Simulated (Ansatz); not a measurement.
Ansatz results at the PBE0-D4/def2-TZVP geometry: HOMO energy (B3LYP/def2-TZVPP) -6.61 eV; size of the dipole moment (ωB97M-V/def2-TZVPP) 1.59 D; LUMO energy (ωB97M-V/def2-TZVPP) 1.41 eV.

Each molecule was computed in one conformer, which needn't be the lowest.

Which molecule gave them?
A. `C#COC[SiH3]`
B. `COC#C[SiH3]`
C. `C[As](N)N`
D. `C=C=C(O)[SiH3]`

D. The others give `C[As](N)N`: -6.42, 1.44, 2.34; `C#COC[SiH3]`: -6.77, 1.75, 1.91; `COC#C[SiH3]`: -6.88, 2.77, 2.25.

B3LYP here is the variant with VWN-RPA as its local correlation; programs differ in this.
